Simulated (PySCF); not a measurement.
SMILES Fc1c(F)c(F)c(-c2ccccc2)c(F)c1F at its GFN2-xTB optimised geometry (Å):

```
22

F     -1.7023    -4.0947     0.0006
C     -1.0332    -2.9416     0.0000
C     -1.7239    -1.7334    -0.0006
F     -3.0585    -1.7290    -0.0006
C     -1.0147    -0.5364    -0.0009
F     -1.6890     0.6173    -0.0013
C      0.3761    -0.5124    -0.0003
C      1.1216     0.7709     0.0016
C      1.4768     1.3650     1.2058
C      2.1723     2.5608     1.2047
C      2.5150     3.1653     0.0072
C      2.1611     2.5729    -1.1930
C      1.4651     1.3773    -1.1997
C      1.0455    -1.7319     0.0000
F      2.3818    -1.7442     0.0002
C      0.3585    -2.9416     0.0000
F      1.0247    -4.0980     0.0003
H      1.2073     0.8899     2.1373
H      2.4468     3.0199     2.1423
H      3.0585     4.0980     0.0093
H      2.4269     3.0413    -2.1285
H      1.1869     0.9116    -2.1334
```

Level of theory: PySCF 2.14.0 with PBE/def2-SVP. Cells within 0.4 Å of a nucleus heavier than hydrogen are left out (blank, or x).

Map of the HOMO amplitude (bohr^(-3/2)) on the plane z = 1.2 Å; orbital energy -6.14 eV, overall sign arbitrary:

```
|5555555555555555555555555555555|
|5555555555555555555555555555555|
|5555555555555555555555555555555|
|5555555555555555555555555555555|
|5555555555555555555555555555555|
|5555555555555555544445555555555|
|5555555555555555444445555555555|
|5555555555555554444445555555555|
|5555555555555554444445555555555|
|55555555555555444444x5555555555|
|55555555554444444444x5555555555|
|5555555554444454444555555555555|
|555555554444445544xx55555555555|
|5555555544334455545555555555555|
|5555555554444565555555555555555|
|5555555555557776544445555555555|
|5555555555679976544445555555555|
|5555544445799975433455555555555|
|5555544445899864212356555555555|
|5555444335899753101356655555555|
|5555544345787642001356555555555|
|5555544445666531001345555555555|
|5555554455555421012344555555555|
|5555555555554432234444455555555|
|5555555555554443455555555555555|
|5555555555554444566555555555555|
|5555555555554445555555555555555|
|5555555555555445555555555555555|
|5555555555555555555555555555555|
|5555555555555555555555555555555|
|5555555555555555555555555555555|
```
Scale: ten equal steps from -0.051 (start of '0') to 0.051 (end of '9'), in the order '0123456789'; x runs from -6.50 to 6.50, y from -6.50 (bottom) to 6.50 (top).
